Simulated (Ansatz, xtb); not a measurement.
**Relaxing a trial structure of AlClFH2Si+**

The starting geometry of this gas-phase singlet has its atoms placed at random.

```xyz
6

Al    0.2853    1.1478   -1.6837
Cl    0.8582    1.9608    0.0324
F    -0.6680   -0.6066    0.6221
Si   -1.5131    1.1332   -0.4722
H     0.7446   -0.8142   -1.0106
H    -0.4887   -0.4716   -1.0906
```

**Question.** Guess where an optimisation with r2SCAN-D4/def2-SVP ends from this start.

**Answer.** It loosens into AlClFSi + H2, which stay close as a complex (formulas without charges). Distances that change by over a tenth: Al1–Cl2 (1.98 → 2.59 Å). Contacts that open: Al1–Si4 (2.17 → 4.17 Å), Al1–H6 (1.89 → 2.92 Å). Contacts that close: Cl2–Si4 (2.56 → 2.28 Å), F3–Si4 (2.22 → 1.62 Å), H5–H6 (1.28 → 0.76 Å).

The energy falls by 6.27 eV over 62 steps:

```csv
step,E − E(last) (eV)
1,6.269
8,0.687
15,0.661
21,0.585
28,0.182
35,0.034
42,0.005
48,0.003
55,0.001
62,0.000
```

Final geometry (Å):

```yaml
atoms:
  - { symbol: Al, position_ang: [-0.7353, -0.3199, -1.9891] }
  - { symbol: Cl, position_ang: [0.0366, 0.8942, 0.1605] }
  - { symbol: F, position_ang: [-2.7734, 1.4619, 0.4882] }
  - { symbol: Si, position_ang: [-1.5488, 1.8904, 1.4534] }
  - { symbol: H, position_ang: [2.1013, -1.0007, -2.1734] }
  - { symbol: H, position_ang: [2.1378, -0.5766, -1.5421] }
```

From the same start GFN2-xTB ends elsewhere, in pieces: AlClFHSi + H.

From so rough a start the end depends on the optimiser's path, so another program may land elsewhere. The end wasn't checked by frequencies. Run with Ansatz 0.2.0, 3.8 min on 1 thread of Arm Neoverse V2, on a shared host.
